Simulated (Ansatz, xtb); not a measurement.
**Isomers of C5H7NO in order of energy**

3 gas-phase structures of C5H7NO, from a drawn sample of its isomers (lower ones may exist). Each was relaxed with GFN2-xTB; where two conformers were screened, the lower at r2SCAN-D4/def2-SVP//GFN2-xTB is listed:

A. `C#CC1(N)COC1`, a singlet
B. `C#C[C@@H]1CO[C@H]1N`, a singlet
C. `C#C[C@@H]1CO[C@@H]1N`, a singlet

Problem. Make a reasoned guess at their ranking by r2SCAN-D4/def2-SVP//GFN2-xTB single-point energy.

Solution. Calculated order at r2SCAN-D4/def2-SVP//GFN2-xTB: B (0.0), C (24.1), A (46.2) kJ/mol.

Energies above the lowest of each column, in kJ/mol; the last columns are at r2SCAN-D4/def2-SVP geometries:

```csv
structure,GFN2-xTB,HF/STO-3G,r2SCAN-D4/def2-SVP//GFN2-xTB,r2SCAN-D4/def2-SVP,CCSD(T)/def2-SVP + ΔMP2/def2-TZVPP
B,0.0,0.0,0.0,0.0,0.0
C,22.5,20.4,24.1,8.9,9.8
A,30.1,29.2,46.2,46.2,39.9
```

Every level run on B puts it lowest or level with the lowest. Flexible structures stand in one conformer each, not always the lowest. ΔMP2 is the change of the MP2 energy from the smaller to the larger basis.

Programs: Ansatz 0.2.0, xtb 6.7.1.
